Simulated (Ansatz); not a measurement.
Geometry optimisation of the cluster Cu3Ag4⁺.

```yaml
crystal:
  periodic: [false, false, false]
  atoms:
    - {symbol: Ag, position_ang: [-0.751130, -1.015620, 3.005060]}
    - {symbol: Ag, position_ang: [0.397050, -1.408440, -1.317690]}
    - {symbol: Ag, position_ang: [-0.741170, 0.356780, -3.084420]}
    - {symbol: Ag, position_ang: [1.473740, 2.368050, 0.971560]}
    - {symbol: Cu, position_ang: [0.675760, 1.179240, -1.125910]}
    - {symbol: Cu, position_ang: [0.230640, 0.157190, 0.957860]}
    - {symbol: Cu, position_ang: [-1.284890, -1.637210, 0.593540]}
basis:
  gaussian: {orbitals: def2-SVP}
total_charge: 1
hamiltonian: {xc: r2scan, dispersion: d4}
scf: {lower_state_search: "off"}
output: {orbitals: {seedname: orbitals}}
relax: {f_tol: 0.02, max_steps: 100}
```

```sh
$ ansatz run in.yaml --threads 4 --pin off --events-out ev --progress --plain --max-ram 4787MiB
```

Output, abridged:

```
Functional definition: r2SCAN
mean field -149902.75985239 eV, -5508.8248168351 hartree, gradient 2.4e-6 eV, S^2 0.000000; 0 other end points of the search recorded, 0 dependent functions left out
relax step   1: F+E_penalty+E_count = -149902.87064826 eV  Δ(F+E_penalty+E_count) = +0.000e0 eV  max|allowed force component| = 5.497e-1 eV/Å  Δτ_max = 0.0000 Å  (40 SCF iters, accepted)
mean field -149902.85740910 eV, -5508.8284019784 hartree, gradient 1.4e-6 eV, S^2 0.000000; 0 other end points of the search recorded, 0 dependent functions left out
relax step   2: F+E_penalty+E_count = -149902.96971474 eV  Δ(F+E_penalty+E_count) = -9.907e-2 eV  max|allowed force component| = 3.509e-1 eV/Å  Δτ_max = 0.1471 Å  (26 SCF iters, accepted)
mean field -149902.88181554 eV, -5508.8292988984 hartree, gradient 1.9e-6 eV, S^2 0.000000; 0 other end points of the search recorded, 0 dependent functions left out
relax step   3: F+E_penalty+E_count = -149902.99441903 eV  Δ(F+E_penalty+E_count) = -2.470e-2 eV  max|allowed force component| = 7.712e-2 eV/Å  Δτ_max = 0.0633 Å  (26 SCF iters, accepted)
mean field -149902.91344098 eV, -5508.8304611119 hartree, gradient 1.7e-6 eV, S^2 0.000000; 0 other end points of the search recorded, 0 dependent functions left out
relax step   4: F+E_penalty+E_count = -149903.02673481 eV  Δ(F+E_penalty+E_count) = -3.232e-2 eV  max|allowed force component| = 1.866e-1 eV/Å  Δτ_max = 0.1934 Å  (32 SCF iters, accepted)
mean field -149902.95170982 eV, -5508.8318674660 hartree, gradient 2.1e-6 eV, S^2 0.000000; 0 other end points of the search recorded, 0 dependent functions left out
relax step   5: F+E_penalty+E_count = -149903.06610115 eV  Δ(F+E_penalty+E_count) = -3.937e-2 eV  max|allowed force component| = 2.664e-1 eV/Å  Δτ_max = 0.1981 Å  (31 SCF iters, accepted)
mean field -149903.02134616 eV, -5508.8344265543 hartree, gradient 2.1e-6 eV, S^2 0.000000; 0 other end points of the search recorded, 0 dependent functions left out
relax step   6: F+E_penalty+E_count = -149903.13684498 eV  Δ(F+E_penalty+E_count) = -7.074e-2 eV  max|allowed force component| = 2.232e-1 eV/Å  Δτ_max = 0.1947 Å  (32 SCF iters, accepted)
mean field -149903.12205130 eV, -5508.8381273998 hartree, gradient 2.2e-6 eV, S^2 0.000000; 0 other end points of the search recorded, 0 dependent functions left out
relax step   7: F+E_penalty+E_count = -149903.23850659 eV  Δ(F+E_penalty+E_count) = -1.017e-1 eV  max|allowed force component| = 2.404e-1 eV/Å  Δτ_max = 0.1950 Å  (32 SCF iters, accepted)
mean field -149903.20619708 eV, -5508.8412197002 hartree, gradient 2.3e-6 eV, S^2 0.000000; 0 other end points of the search recorded, 0 dependent functions left out
relax step   8: F+E_penalty+E_count = -149903.32346137 eV  Δ(F+E_penalty+E_count) = -8.495e-2 eV  max|allowed force component| = 1.596e-1 eV/Å  Δτ_max = 0.1940 Å  (33 SCF iters, accepted)
mean field -149903.25944609 eV, -5508.8431765653 hartree, gradient 2.5e-6 eV, S^2 0.000000; 0 other end points of the search recorded, 0 dependent functions left out
relax step   9: F+E_penalty+E_count = -149903.37697832 eV  Δ(F+E_penalty+E_count) = -5.352e-2 eV  max|allowed force component| = 1.718e-1 eV/Å  Δτ_max = 0.1857 Å  (31 SCF iters, accepted)
mean field -149903.32552049 eV, -5508.8456047546 hartree, gradient 2.9e-6 eV, S^2 0.000000; 0 other end points of the search recorded, 0 dependent functions left out
relax step  10: F+E_penalty+E_count = -149903.44331554 eV  Δ(F+E_penalty+E_count) = -6.634e-2 eV  max|allowed force component| = 2.033e-1 eV/Å  Δτ_max = 0.1949 Å  (29 SCF iters, accepted)
mean field -149903.43763491 eV, -5508.8497248834 hartree, gradient 2.5e-6 eV, S^2 0.000000; 0 other end points of the search recorded, 0 dependent functions left out
relax step  11: F+E_penalty+E_count = -149903.55541938 eV  Δ(F+E_penalty+E_count) = -1.121e-1 eV  max|allowed force component| = 2.244e-1 eV/Å  Δτ_max = 0.1951 Å  (30 SCF iters, accepted)
mean field -149903.57424461 eV, -5508.8547451974 hartree, gradient 2.6e-6 eV, S^2 0.000000; 0 other end points of the search recorded, 0 dependent functions left out
relax step  12: F+E_penalty+E_count = -149903.69215756 eV  Δ(F+E_penalty+E_count) = -1.367e-1 eV  max|allowed force component| = 2.279e-1 eV/Å  Δτ_max = 0.1938 Å  (30 SCF iters, accepted)
mean field -149903.63215565 eV, -5508.8568733888 hartree, gradient 2.0e-6 eV, S^2 0.000000; 0 other end points of the search recorded, 0 dependent functions left out
relax step  13: F+E_penalty+E_count = -149903.75056080 eV  Δ(F+E_penalty+E_count) = -5.840e-2 eV  max|allowed force component| = 3.281e-1 eV/Å  Δτ_max = 0.1971 Å  (31 SCF iters, accepted)
mean field -149903.65292691 eV, -5508.8576367185 hartree, gradient 1.5e-6 eV, S^2 0.000000; 0 other end points of the search recorded, 0 dependent functions left out
relax step  14: F+E_penalty+E_count = -149903.77107696 eV  Δ(F+E_penalty+E_count) = -2.052e-2 eV  max|allowed force component| = 4.109e-2 eV/Å  Δτ_max = 0.0950 Å  (26 SCF iters, accepted)
mean field -149903.65810501 eV, -5508.8578270101 hartree, gradient 1.7e-6 eV, S^2 0.000000; 0 other end points of the search recorded, 0 dependent functions left out
relax step  15: F+E_penalty+E_count = -149903.77585512 eV  Δ(F+E_penalty+E_count) = -4.778e-3 eV  max|allowed force component| = 6.092e-2 eV/Å  Δτ_max = 0.1175 Å  (26 SCF iters, accepted)
mean field -149903.66305652 eV, -5508.8580089750 hartree, gradient 1.7e-6 eV, S^2 0.000000; 0 other end points of the search recorded, 0 dependent functions left out
relax step  16: F+E_penalty+E_count = -149903.78031866 eV  Δ(F+E_penalty+E_count) = -4.464e-3 eV  max|allowed force component| = 2.222e-1 eV/Å  Δτ_max = 0.1951 Å  (31 SCF iters, accepted)
mean field -149903.66932936 eV, -5508.8582394974 hartree, gradient 2.5e-6 eV, S^2 0.000000; 0 other end points of the search recorded, 0 dependent functions left out
relax step  17: F+E_penalty+E_count = -149903.78672352 eV  Δ(F+E_penalty+E_count) = -6.405e-3 eV  max|allowed force component| = 1.203e-1 eV/Å  Δτ_max = 0.0279 Å  (25 SCF iters, accepted)
mean field -149903.68293222 eV, -5508.8587393935 hartree, gradient 2.0e-6 eV, S^2 0.000000; 0 other end points of the search recorded, 0 dependent functions left out
relax step  18: F+E_penalty+E_count = -149903.80042206 eV  Δ(F+E_penalty+E_count) = -1.370e-2 eV  max|allowed force component| = 3.765e-2 eV/Å  Δτ_max = 0.1480 Å  (31 SCF iters, accepted)
mean field -149903.69385559 eV, -5508.8591408198 hartree, gradient 2.5e-6 eV, S^2 0.000000; 0 other end points of the search recorded, 0 dependent functions left out
relax step  19: F+E_penalty+E_count = -149903.81129085 eV  Δ(F+E_penalty+E_count) = -1.087e-2 eV  max|allowed force component| = 1.909e-1 eV/Å  Δτ_max = 0.1950 Å  (30 SCF iters, accepted)
mean field -149903.70097596 eV, -5508.8594024887 hartree, gradient 2.1e-6 eV, S^2 0.000000; 0 other end points of the search recorded, 0 dependent functions left out
relax step  20: F+E_penalty+E_count = -149903.81863771 eV  Δ(F+E_penalty+E_count) = -7.347e-3 eV  max|allowed force component| = 3.324e-1 eV/Å  Δτ_max = 0.1950 Å  (30 SCF iters, accepted)
mean field -149903.71535165 eV, -5508.8599307856 hartree, gradient 2.8e-6 eV, S^2 0.000000; 0 other end points of the search recorded, 0 dependent functions left out
relax step  21: F+E_penalty+E_count = -149903.83338434 eV  Δ(F+E_penalty+E_count) = -1.475e-2 eV  max|allowed force component| = 2.454e-1 eV/Å  Δτ_max = 0.0979 Å  (24 SCF iters, accepted)
mean field -149903.74322033 eV, -5508.8609549406 hartree, gradient 1.2e-6 eV, S^2 0.000000; 0 other end points of the search recorded, 0 dependent functions left out
relax step  22: F+E_penalty+E_count = -149903.86188109 eV  Δ(F+E_penalty+E_count) = -2.850e-2 eV  max|allowed force component| = 1.063e-1 eV/Å  Δτ_max = 0.1949 Å  (31 SCF iters, accepted)
mean field -149903.78098645 eV, -5508.8623428199 hartree, gradient 1.6e-6 eV, S^2 0.000000; 0 other end points of the search recorded, 0 dependent functions left out
relax step  23: F+E_penalty+E_count = -149903.90015953 eV  Δ(F+E_penalty+E_count) = -3.828e-2 eV  max|allowed force component| = 2.086e-1 eV/Å  Δτ_max = 0.2000 Å  (31 SCF iters, accepted)
mean field -149903.81409379 eV, -5508.8635594923 hartree, gradient 2.9e-6 eV, S^2 0.000000; 0 other end points of the search recorded, 0 dependent functions left out
relax step  24: F+E_penalty+E_count = -149903.93386880 eV  Δ(F+E_penalty+E_count) = -3.371e-2 eV  max|allowed force component| = 4.777e-2 eV/Å  Δτ_max = 0.1941 Å  (30 SCF iters, accepted)
mean field -149903.81445821 eV, -5508.8635728845 hartree, gradient 1.2e-6 eV, S^2 0.000000; 0 other end points of the search recorded, 0 dependent functions left out
relax step  25: F+E_penalty+E_count = -149903.93433718 eV  Δ(F+E_penalty+E_count) = -4.684e-4 eV  max|allowed force component| = 3.531e-2 eV/Å  Δτ_max = 0.0235 Å  (26 SCF iters, accepted)
mean field -149903.81479233 eV, -5508.8635851629 hartree, gradient 2.6e-6 eV, S^2 0.000000; 0 other end points of the search recorded, 0 dependent functions left out
relax step  26: F+E_penalty+E_count = -149903.93460374 eV  Δ(F+E_penalty+E_count) = -2.666e-4 eV  max|allowed force component| = 8.400e-3 eV/Å  Δτ_max = 0.0097 Å  (26 SCF iters, accepted)
Total energy: -149903.93462520 eV, -5508.8679889396 hartree
Atom 0 at    -0.648053    -1.598571     2.016621 Å, force    -0.002818    -0.000303     0.003491 eV/Å
Atom 1 at     0.326200    -1.797443    -0.506910 Å, force     0.008400     0.002593     0.000845 eV/Å
Atom 2 at    -0.840687    -0.362742    -2.490725 Å, force    -0.003215     0.001851    -0.003137 eV/Å
Atom 3 at     0.329532     2.509349     0.674189 Å, force    -0.001045    -0.000765    -0.000438 eV/Å
Atom 4 at     0.877072     0.832291    -1.108116 Å, force     0.002504    -0.004663     0.003687 eV/Å
Atom 5 at     0.980222     0.170757     1.303465 Å, force     0.003501    -0.002494    -0.004970 eV/Å
Atom 6 at    -1.024287     0.246349     0.111476 Å, force    -0.007326     0.003781     0.000521 eV/Å
Dipole moment:    -0.029447     0.087170     0.025131 e Å
Checks for a lower state left out: stability, starts, cluster_reference, orbital_swaps, neighbouring_geometries, increment
```

Hardware: 4 threads of Arm Neoverse V1 on a shared host. Wall time 6.1 min.

In the def2 sets Ag takes a core potential; there is no spin–orbit coupling. The relaxation made no stability test and no search for a lower SCF solution. No other spin state of charge 1 was run. The structure comes from a short search, and lower isomers may exist.
